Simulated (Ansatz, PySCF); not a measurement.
Pulling on the Ge1–H3 bond in GeH4Se (SMILES [GeH3][SeH]) (multiplicity 1 held, fragments rigid). Energies count from the point at 1.537 Å.
Geometry at that point (charge 0, multiplicity 1):
```xyz
6

Ge    -1.091     0.399     0.139
Se     1.113    -0.447    -0.157
H     -1.310     1.643    -0.736
H     -2.012    -0.744    -0.309
H     -1.339     0.744     1.615
H      1.743     0.793     0.325
```

R- and RO- levels are restricted; in cc, def2 and unpolarised 6-31G sets they are followed outwards from rest. U- levels take the lowest unrestricted solution at each point, which mixes spins at long bonds. Active spaces are followed from a long bond inwards. Levels need not reach the same state.

Frozen-core correlation. Filled d and f shells under p-block atoms count as core. Rows in LANL2DZ carry no dispersion term and start afresh at each structure. LANL2DZ brings its own core potentials from Na on.

Programs: Ansatz (Gaussian basis) for Hartree–Fock, density functionals and correlated methods; PySCF for LANL2DZ rows. Values without a source in brackets are computed.

```tsv
level	energy at R = 4.918 Å (kcal/mol)
R-PBE/cc-pVTZ	105.62
U-PBE/cc-pVTZ	80.42
U-r2SCAN/cc-pVTZ	82.28
U-B3LYP/LANL2DZ	83.42
U-wB97X-V/cc-pVTZ	86.91
R-MP2/cc-pVTZ	?
R-SCS-MP2/cc-pVTZ	107.64
U-CCSD/cc-pVTZ	85.00
FIC-MRCISD+Q on CASSCF(2,2)/cc-pVTZ	85.44
```

Q: Some entries are withheld; supply them.

A: 
- R-MP2/cc-pVTZ, energy at R = 4.918 Å (kcal/mol): 115.17

Doubts at one or more of the structures used: a restricted determinant that unrestricted orbitals would lower (R-PBE/cc-pVTZ, R-MP2/cc-pVTZ, R-SCS-MP2/cc-pVTZ); a spin-contaminated determinant (U-PBE/cc-pVTZ, U-r2SCAN/cc-pVTZ, U-B3LYP/LANL2DZ, U-wB97X-V/cc-pVTZ, U-CCSD/cc-pVTZ).

Ansatz is a quantum-chemistry and plane-wave program.
